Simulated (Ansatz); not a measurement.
`O[Si](F)([SiH3])Cl` + `C=N` → `C=N[Si](O)(F)Cl` + SiH₄ at 500 K and 1 bar (cleavage of the Si–Si bond).

Calculated with Ansatz (gas phase, PBE0-D4/def2-TZVP geometries, no zero-point term in ΔE). CCSD(T)/CBS adds triple-zeta CCSD(T) − MP2 to the extrapolated MP2 energy (def2 sets, frozen cores). This one scheme is used for every species. One conformer a species, not always the lowest.

| species | CCSD(T)/CBS energy (Eh) | H − E (kJ/mol) | S (J/(mol·K)) |
| --- | --- | --- | --- |
| `O[Si](F)([SiH3])Cl` | -1215.48049 | 167.4 | 441.4 |
| `C=N` | -94.52360 | 124.2 | 249.5 |
| `C=N[Si](O)(F)Cl` | -1018.56254 | 181.2 | 428.4 |
| SiH₄ | -291.46306 | 102.4 | 230.9 |

H − E and S are ideal-gas, rigid-rotor, harmonic terms from PBE0-D4/def2-TZVP, for one conformer and one mirror image of each species. 1 Eh = 2625.50 kJ/mol, R = 8.31446 J/(mol·K).

Task: By hand: ΔE, ΔH, ΔS and ΔG.

Result: ΔE = (-1018.56254) + (-291.46306) − (-1215.48049) − (-94.52360) = -0.02151 Eh = -56.5 kJ/mol. Δ(H − E) = 181.2 + 102.4 − 167.4 − 124.2 = -8.0, so ΔH = -64.5 kJ/mol. ΔS = 428.4 + 230.9 − 441.4 − 249.5 = -31.6 J/(mol·K). ΔG = -64.5 − 500 × (-31.6)/1000 = -48.7 kJ/mol.

Task: By hand: the equilibrium constant, and the temperature at which ΔG would vanish if ΔH and ΔS stayed fixed.

Result: log₁₀ K = −ΔG/(RT ln 10) = 5.1. ΔG = 0 at ΔH/ΔS = 2041 K.

ΔH outweighs TΔS. A doubt of 5 kJ/mol in ΔE shifts log₁₀ K by 0.5 here. Other conformers and mirror images would add mixing entropy, several J/(mol·K) or more a flexible species. These are equilibria of isolated gas molecules and say nothing of rates. Largest T1 diagnostic: 0.012 (customary marks: 0.02 for closed shells, 0.045 for open ones).
